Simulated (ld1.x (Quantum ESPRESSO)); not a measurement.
Reading a pseudo-wave (Mo (Z = 42))

Columns: radius, all-electron u(r) and pseudo u(r) of the 5p shell (level -1.00 eV) of molybdenum in the configuration [Ar] 3d10 4s2 4p6 4d5 5s1 5p0; PBEsol, non-relativistic, ultrasoft scheme, ld1.x (Quantum ESPRESSO) 7.5.

```
r (bohr)  all-electron   pseudo
   0.155        0.0084   0.0005
   0.310       -0.1023   0.0019
   0.465       -0.0381   0.0033
   0.620        0.0710   0.0039
   0.775        0.1465   0.0023
   0.930        0.1731  -0.0027
   1.085        0.1592  -0.0123
   1.240        0.1190  -0.0275
   1.395        0.0643  -0.0486
   1.550        0.0038  -0.0756
   1.705       -0.0572  -0.1078
   1.860       -0.1154  -0.1442
   2.015       -0.1692  -0.1833
   2.170       -0.2179  -0.2234
   2.325       -0.2612  -0.2626
   2.480       -0.2992  -0.2993
   2.635       -0.3322  -0.3322
   2.790       -0.3605  -0.3605
   2.945       -0.3843  -0.3843
   3.100       -0.4042  -0.4042
   3.255       -0.4203  -0.4203
   3.410       -0.4331  -0.4331
   3.565       -0.4428  -0.4428
   3.720       -0.4498  -0.4498
   3.875       -0.4542  -0.4542
   4.030       -0.4564  -0.4564
```

(1) How many radial nodes do the two functions have?

(2) At about which radius was the pseudo-wave matched?

(3) Is the pseudo-wave norm-conserving?

## Answers

(1) The all-electron 5p function has n − l − 1 = 3; the pseudo-wave has 1, since 1 lower shell of the same l stays in the valence.

(2) 2.60 bohr, where the columns begin to agree (steps of 0.15 bohr).

(3) No, it belongs to an ultrasoft set: the norm inside the radius is not constrained, and the difference is carried by the augmentation charge.
